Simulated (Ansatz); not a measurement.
Reaction (isomerisation): `C[SiH]([SiH3])BO` → `[SiH3]BOC[SiH3]`

Program: Ansatz. Geometries: PBE0-D4/def2-TZVP. ΔE: electronic, gas phase. CCSD(T)/CBS adds triple-zeta CCSD(T) − MP2 to the extrapolated MP2 energy (def2 sets, frozen cores). Functionals use def2-TZVPP. B3LYP here is the variant with VWN-RPA as its local correlation; programs differ in this. One conformer a species, not always the lowest.

| level | ΔE (kcal/mol) | difference from CCSD(T)/CBS |
| --- | --- | --- |
| r2SCAN-D4 | 28.5 | 0.9 |
| B3LYP-D4 | 26.2 | -1.4 |
| ωB97X-V | 26.3 | -1.3 |
| ωB97M-V | 26.2 | -1.4 |
| B2PLYP | 26.4 | -1.2 |
| PBE | 28.7 | 1.1 |
| r2SCAN | 28.5 | 0.9 |
| PBE0 | 29.1 | 1.5 |
| B3LYP | 25.8 | -1.8 |
| HF/def2-TZVPP | 24.1 | -3.5 |
| MP2/def2-TZVPP | 28.1 | 0.5 |
| SCS-MP2/def2-TZVPP | 26.0 | -1.6 |
| CCSD/def2-TZVPP | 26.7 | -0.9 |
| HF/def2-QZVPP | 23.9 | -3.7 |
| MP2/def2-QZVPP | 28.4 | 0.8 |
| HF/CBS(def2) | 23.8 | -3.8 |
| CCSD(T)/CBS | 27.6 | 0 |

Largest T1 diagnostic among the species: 0.015.

In def2-TZVPP, CCSD(T) changes the Hartree–Fock value by +2.7 kcal/mol (the triples alone add +0.2 kcal/mol) and MP2 by +4.0 kcal/mol.

CCSD(T)/CBS has its own doubt, a few kJ/mol and more with outer-core shells, so smaller differences from it don't rank the levels.
